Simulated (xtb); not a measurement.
xtb input:

```bash
xtb mol.xyz --gfn 2 --ohess tight --chrg 0 --uhf 0
```
mol.xyz:
```
14

C      1.97099103    -0.39513621    -0.58158410
C      0.95468508     0.41798362     0.33378038
B     -0.55245408     0.07681121     0.12468435
N     -1.52739611     0.77803256     0.99616462
N     -0.99064670    -0.79684164    -0.79111238
H      2.99498457    -0.14852772    -0.41829026
H      1.82662284    -1.49320770    -0.44122485
H      1.72501524    -0.19723411    -1.62961526
H      1.25659335     0.23537935     1.39189874
H      1.16944509     1.46932983     0.22740682
H     -1.16317050     1.47888313     1.70338860
H     -2.50980963     0.68647213     0.91815234
H     -0.42995000    -1.35039905    -1.39231836
H     -2.00826054    -1.05216402    -0.99257813
```

**Question.** Which total energy does the run end on?

**Answer.** -15.98766 Eh (GFN2-xTB).
